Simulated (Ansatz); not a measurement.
PBE exchange is replaced step by step with exact exchange (0 % is PBE, 25 % PBE0; no dispersion term), basis def2-TZVP, Ansatz. System: the cluster K2S⁺. Charge 1, multiplicity 2. Geometry: PBE-D4/def2-TZVP, each spin state at its own.

The relaxed quartet has other bonds than the doublet, so its gap is one between isomers.

Geometry of the doublet:

```xyz
3

K    -2.276    1.377    1.301
K     2.279   -1.371   -1.301
S    -0.003   -0.006    0.000
```

The structure comes from a short search, and lower isomers may exist.

HOMO and LUMO are taken over both spins.

| exact exchange (%) | HOMO (eV) | LUMO (eV) | gap (eV) | ⟨S²⟩ | quartet − doublet (kJ/mol) |
| --- | --- | --- | --- | --- | --- |
| 0 | -7.71 | -7.35 | 0.36 | 0.754 | 354.7 |
| 5 | -7.92 | -7.08 | 0.84 | 0.754 | 357.5 |
| 10 | -8.14 | -6.82 | 1.32 | 0.754 | 360.2 |
| 15 | -8.35 | -6.56 | 1.79 | 0.754 | 363.0 |
| 35 | -9.25 | -5.57 | 3.68 | 0.755 | 374.6 |
| 50 | -9.93 | -4.86 | 5.07 | 0.756 | 383.6 |

(1) Fit a straight line to the column «quartet − doublet (kJ/mol)» against the share of exact exchange and predict its value at 25 %.

Answers

(1) With x = exact exchange (%) and y = quartet − doublet (kJ/mol): mean x = 19.17, mean y = 365.6; Σ(x − x̄)(y − ȳ) = 1082, Σ(x − x̄)² = 1871; slope b = 0.5783, intercept a = ȳ − b·x̄ = 354.5. The residuals of the fitted rows reach 0.2. At x = 25 the line gives 354.5 + (0.5783 × 25) = 369.0; the run gave 368.8, 0.2 less than the line.
